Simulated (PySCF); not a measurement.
C5H8FN3.
SMILES with atom numbers: `[CH3:1][CH2:2][CH2:3][n:4]1[n:5][cH:6][c:7]([F:8])[n:9]1` (hydrogens: H10, H11, H12 on C1; H13, H14 on C2; H15, H16 on C3; H17 on C6)

Cartesian coordinates in Å at the GFN2-xTB level; atoms count from 1:
```xyz
17
C5H8FN3 angstrom
C     -1.9924    0.2823    0.6750
C     -1.4787    0.5179   -0.7394
C     -0.4259   -0.5194   -1.1414
N      0.7712   -0.3623   -0.3678
N      1.0399   -1.0961    0.6791
C      2.1906   -0.6344    1.1484
C      2.5691    0.4160    0.3088
F      3.6515    1.1755    0.3840
N      1.6562    0.5676   -0.6375
H     -2.7043    1.0552    0.9525
H     -2.4867   -0.6837    0.7462
H     -1.1741    0.2961    1.3907
H     -1.0346    1.5120   -0.8163
H     -2.3060    0.4605   -1.4484
H     -0.7945   -1.5301   -0.9582
H     -0.1607   -0.3993   -2.1940
H      2.6725   -1.0458    2.0084
```

The calculation used TDDFT CAM-B3LYP/def2-SVPD, vertical, gas phase, core orbitals frozen in the response (PySCF 2.14.0, density-fitted response routines).

| state | E (eV) | ν̃ (cm⁻¹) | f | \|μ\| (D) | main configurations (H = HOMO, L = LUMO) |
| --- | --- | --- | --- | --- | --- |
| S1 | 6.43 | 51880 | 0.205 | 2.90 | H→L (91%) |
| S2 | 6.54 | 52770 | 0.0019 | 0.27 | H-2→L (92%) |
| S3 | 7.42 | 59880 | 0.027 | 0.98 | H→L+1 (66%), H→L+2 (27%) |
| S4 | 7.53 | 60760 | 0.035 | 1.10 | H-1→L (75%), H→L+6 (9%) |
| S5 | 7.64 | 61650 | 0.0091 | 0.56 | H-3→L (79%) |
| S6 | 8.16 | 65840 | 0.0078 | 0.50 | H→L+2 (41%), H→L+1 (20%), H→L+4 (14%) |
| S7 | 8.36 | 67400 | 0.0087 | 0.52 | H-1→L+1 (18%), H→L+4 (17%), H→L+2 (16%) |
| S8 | 8.43 | 67970 | 0.175 | 2.34 | H→L+5 (39%), H→L+6 (29%), H-1→L (14%) |

Triplets, Tamm–Dancoff:

```csv
state,E (eV),λ (nm),"main configurations (H = HOMO, L = LUMO)"
T1,4.75,260.9,H→L (88%)
T2,5.12,241.9,H-1→L (79%)
T3,5.67,218.8,H-2→L (88%)
```

The lowest singlet lies at 6.43 eV (193 nm, vacuum ultraviolet) and is strong; its leading configuration is HOMO→LUMO (91%). The lowest level is also the most intense of those listed (f = 0.205). Löwdin shares by element: HOMO carbon 41% or more, nitrogen 24% or more, fluorine 10% (atoms not listed hold the other 25%); LUMO nitrogen 63%, carbon 11% or more (atoms not listed hold the other 26%). Weighted by f, the mean energy of these states is 7.40 eV. The listed states span 1.99 eV, and the widest gap between neighbours is 0.88 eV (S2 to S3). Orbital energies (eV): HOMO-3 -11.16, HOMO-2 -10.27, HOMO-1 -10.02, HOMO -8.95, LUMO 0.70, LUMO+1 1.34, LUMO+2 1.80. Only the lowest 8 singlets were computed, as vertical energies without vibronic structure.

Hardware: one thread of an Arm Neoverse V1, on a shared host. Cost: 72 s wall, 1.1 GiB resident at most.

One conformer stands for the species.
